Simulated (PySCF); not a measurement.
Species: C₇H₁₀N (charge +1).
Cartesian coordinates in Å at the GFN2-xTB level; atoms count from 1:
```
atom  x, y, z in Å
C1    -2.3378   -0.3781   -0.6382
C2    -1.5859    0.1655    0.5738
N3    -0.1505    0.1420    0.3294
C4     0.5572   -0.9515    0.6321
C5     1.9078   -1.0264    0.3596
C6     2.5403    0.0537   -0.2428
C7     1.7861    1.1781   -0.5535
C8     0.4389    1.1898   -0.2559
H9    -3.4043   -0.3539   -0.4363
H10   -2.1434    0.2246   -1.5218
H11   -2.0534   -1.4064   -0.8461
H12   -1.8050   -0.4418    1.4536
H13   -1.8931    1.1934    0.7742
H14    0.0304   -1.7691    1.1026
H15    2.4541   -1.9195    0.6173
H16    3.5957    0.0209   -0.4638
H17    2.2352    2.0393   -1.0215
H18   -0.1809    2.0457   -0.4810
```

Computed at PBE0/pcSseg-1 (PySCF, non-relativistic), with Q(14N) = 0.02044 b: N3, 14N (I = 1): χzz = -0.692 MHz, η = 0.408.

Q: Find the zero-field quadrupole resonance frequencies of 14N at N3.

A: From ν± = (3/4)|χ|(1 ± η/3) and ν0 = |χ|η/2: ν+ 0.589 MHz, ν− 0.448 MHz, ν0 0.141 MHz (pyridinium-type nitrogen).

In a crystal, neighbours and librations shift these lines. Geometry: GFN2-xTB, one conformer, isolated ion. GFN2-xTB bond lengths can be off by several hundredths of an ångström, more for odd bonds, and the gradients follow them. The basis is small and wasn't made for field gradients, so the couplings can be 20 % off.

The run behind these numbers computed NMR shieldings as well. The run took 68 s wall on one thread of an AMD EPYC, no GPU, shared host with 64 logical CPUs at a one-minute load of 58, and the process peaked at 0.83 GiB of memory.
